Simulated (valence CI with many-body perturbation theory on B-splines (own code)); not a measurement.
## Forbidden lines of S⁸⁺

Level of theory: relativistic CI+MBPT: six valence electrons over a frozen Dirac-Fock core [He], radial functions for each j: 9 s, 9 p, 8 d, 6 f, 3 g, 1 h, with the one-electron correlation potential Σ1 (screened to all orders), the two-electron term Σ2, the three-electron term Σ3, Breit, model QED; selected single and double excitations, second order for the rest, scaled by the run's own slope (own B-spline code, finite nucleus).

No measured spectrum was set against this ion. As an estimate, levels of excited configurations hold to 0.05 to 0.15 % of their energy, terms of the ground configuration to about 0.5 %. Among the levels kept, up to 1200 cm⁻¹ of a level comes from second order outside the variational space, and about a tenth of that is noise between levels of different J, which matters for small intervals.

Lines 1 to 14 of 14 in falling wavelength, among levels below 2021300 cm⁻¹, chosen from the decays that carry over 1 % of a level's rate. Wavelengths and rates use the calculated energies, so an error of 900 cm⁻¹ moves a line at 1980 Å by 1.8 % and its rate by three times that or more. Electric multipoles are in the length gauge, E1 and E2 with the static RPA response of the core. S is in atomic units (e²a₀⁴ for E2 and M2, e²a₀⁶ for E3), for M1 in squared Bohr magnetons. Weak lines are less certain than strong ones. Lines between different terms over intervals too small for the method are left out, as are lines whose strength nearly cancels.

Names give the largest LS component (configuration and term), which can be under half, so a name can repeat, a term be missing and a line seem to break the LS rules; names also repeat where a configuration has a term twice. Letters in brackets count levels of one name in rising energy.

| λ vac (Å) | Upper | Lower | Type | A (s⁻¹) | S (a.u.) |
| --- | --- | --- | --- | --- | --- |
| 37550 | 2s²2p⁴ ³P_0 | 2s²2p⁴ ³P_1 | M1 | 1.02e+00 | 1.99e+00 |
| 12530 | 2s²2p⁴ ³P_1 | 2s²2p⁴ ³P_2 | M1 | 1.14e+01 | 2.49e+00 |
| 1980 | 2s²2p⁴ ¹D_2 | 2s²2p⁴ ³P_1 | M1 | 1.30e+01 | 1.87e-02 |
| 1710 | 2s²2p⁴ ¹D_2 | 2s²2p⁴ ³P_2 | M1 | 6.01e+01 | 5.57e-02 |
| 1549 | 2s²2p⁴ ¹S_0 | 2s²2p⁴ ¹D_2 | E2 | 7.52e+00 | 5.99e-02 |
| 869.1 | 2s²2p⁴ ¹S_0 | 2s²2p⁴ ³P_1 | M1 | 6.70e+02 | 1.63e-02 |
| 53.06 | 2s²2p³3p ¹P_1 [a] | 2s²2p⁴ ¹D_2 | E2 | 2.47e+07 | 2.79e-02 |
| 53.06 | 2s²2p³3p ³P_2 [a] | 2s²2p⁴ ³P_1 | E2 | 2.01e+07 | 3.78e-02 |
| 52.85 | 2s²2p³3p ³P_1 [a] | 2s²2p⁴ ³P_2 | E2 | 3.70e+07 | 4.09e-02 |
| 52.84 | 2s²2p³3p ³P_2 [a] | 2s²2p⁴ ³P_2 | E2 | 1.76e+07 | 3.24e-02 |
| 52.83 | 2s²2p³3p ³P_0 [a] | 2s²2p⁴ ³P_2 | E2 | 4.88e+07 | 1.79e-02 |
| 52.51 | 2s²2p³3p ¹F_3 | 2s²2p⁴ ¹D_2 | E2 | 4.63e+07 | 1.16e-01 |
| 51.28 | 2s²2p³3p ³F_3 | 2s²2p⁴ ³P_1 | E2 | 1.74e+07 | 3.86e-02 |
| 51.04 | 2s²2p³3p ³F_4 | 2s²2p⁴ ³P_2 | E2 | 2.62e+07 | 7.28e-02 |
